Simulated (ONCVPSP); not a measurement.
## Logarithmic derivatives: niobium, ONCV

ONCVPSP 4.0.1 input, shortened (lines: element, Z, core and valence counts, functional; n l f; lmax; l rc ep ncon nbas qcut; lloc lpopt rc5 dvloc0; l nproj debl; icmod fcfact rcfact), LDA (Perdew-Zunger), scalar-relativistic:

```
  Nb 41.00    8    3        3      upf
    1    0    2.00
    2    0    2.00
    2    1    6.00
    3    0    2.00
    3    1    6.00
    3    2   10.00
    4    0    2.00
    4    1    6.00
    4    2    4.00
    5    0    0.75
    5    1    0.25
    2
    0    2.65    0.00    4    7    2.10
    1    2.90    0.00    5    8    3.00
    2    1.75    0.00    3    6    6.40
    4    4    1.25    0.00
    0    2    1.10
    1    2    1.20
    2    2    2.60
    0    0.00    0.00
```

The phase is arctan(r·R′/R) of the radial function R(r), unwrapped; energies in Ha, scanned from -2 to 5 Ha. A pole is an energy at which the radial function vanishes at the test radius. The pseudo phase is shifted by a multiple of π to meet the all-electron one at the reference energy, and phase errors are pseudo minus all-electron; the curves can meet again beyond the range given. Levels narrower than the energy grid can be missing from the lists of poles.

For each channel, where are the poles, and over which energies does the pseudopotential scatter like the atom?

```json
{"channel": "s", "radius (bohr)": "2.69", "reference energy (Ha)": "-0.16", "poles, all-electron": "1.28", "poles, pseudo": "-1.44, 1.28, 3.08", "unbroken range about the reference energy with phases within 0.05 rad": "-1.4 to 2.1", "phase error 1 Ha above the reference energy (rad)": "-0.000"}
{"channel": "p", "radius (bohr)": "2.95", "reference energy (Ha)": "-0.05", "poles, all-electron": "-1.26, 1.36", "poles, pseudo": "-0.79, 1.36", "unbroken range about the reference energy with phases within 0.05 rad": "-0.6 to 2.4", "phase error 1 Ha above the reference energy (rad)": "+0.000"}
{"channel": "d", "radius (bohr)": "1.77", "reference energy (Ha)": "-0.13", "poles, all-electron": "1.34", "poles, pseudo": "1.34", "unbroken range about the reference energy with phases within 0.05 rad": "the whole range", "phase error 1 Ha above the reference energy (rad)": "-0.000"}
```

Note: ghosts flagged at negative energy: s at -39.4 eV, p at -1181.8 eV, p at -22.0 eV; GHOST(+) flagged for p at 322.0 eV. A true bound ghost makes a file unfit for plane-wave use.

Phases in the s channel:

| E (Ha) | all-electron | pseudo |
| --- | --- | --- |
| -1.98 | 1.366 | 4.443 |
| -1.62 | 1.286 | 4.378 |
| -1.26 | 1.205 | 1.216 |
| -0.90 | 1.059 | 1.059 |
| -0.54 | 0.683 | 0.682 |
| -0.18 | -0.397 | -0.397 |
| 0.18 | -1.140 | -1.140 |
| 0.54 | -1.381 | -1.381 |
| 0.90 | -1.494 | -1.494 |
| 1.26 | -1.567 | -1.568 |
| 1.62 | -1.629 | -1.633 |
| 1.98 | -1.695 | -1.721 |
| 2.34 | -1.791 | -2.035 |
| 2.70 | -1.998 | -4.473 |
| 3.06 | -2.840 | -4.707 |
| 3.42 | -4.133 | -4.800 |
| 3.78 | -4.438 | -4.894 |
| 4.14 | -4.548 | -5.059 |
| 4.50 | -4.607 | -5.589 |
| 4.86 | -4.645 | -7.021 |
